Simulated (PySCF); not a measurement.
**Relaxation of triplet [TcS3]-**

All numbers come from UPBE0 in PySCF with Tc def2-SVPD with ECP28, S def2-SVPD; scalar-relativistic core potentials, no spin–orbit coupling; density-fitted integrals. A (50,194) grid was used.

A start at or just off a symmetric point, pushed along the force that breaks its symmetry, of Cs symmetry, free to break it:

```xyz
4
charge -1 multiplicity 3, angstrom
Tc   -0.0251    0.0356    0.0000
S     2.1681   -0.0341    0.0000
S    -1.0430    1.8145    0.0000
S    -1.0473   -1.8905    0.0000
```

Problem. What forces act on the atoms at the start (eV/Å)?

Solution. 
```json
{"atom": "Tc1", "Fx": "1.50", "Fy": "-2.28", "Fz": "0.00"}
{"atom": "S2", "Fx": "-0.85", "Fy": "0.02", "Fz": "0.00"}
{"atom": "S3", "Fx": "-0.96", "Fy": "1.67", "Fz": "0.00"}
{"atom": "S4", "Fx": "0.31", "Fy": "0.59", "Fz": "0.00"}
```

Problem. What does it relax to?

Solution. It ends at C2v with Tc–S 2.128 Å, Tc–S 2.146 Å (×2); S–Tc–S 114.4°, S–Tc–S 122.8° (×2) (after a last refinement on a finer grid). No frequency check is given, so it may be a saddle point. Other isomers or separated fragments may lie lower.

Problem. How much energy is released, and in how many steps?

Solution. 10.1 kJ/mol in 5 steps.

With open d or f shells other occupations or spin states may lie lower. At this level a singlet minimum of D3h symmetry lies 28 kJ/mol below this structure.

The relaxation took about 4 core-minutes on a shared host.
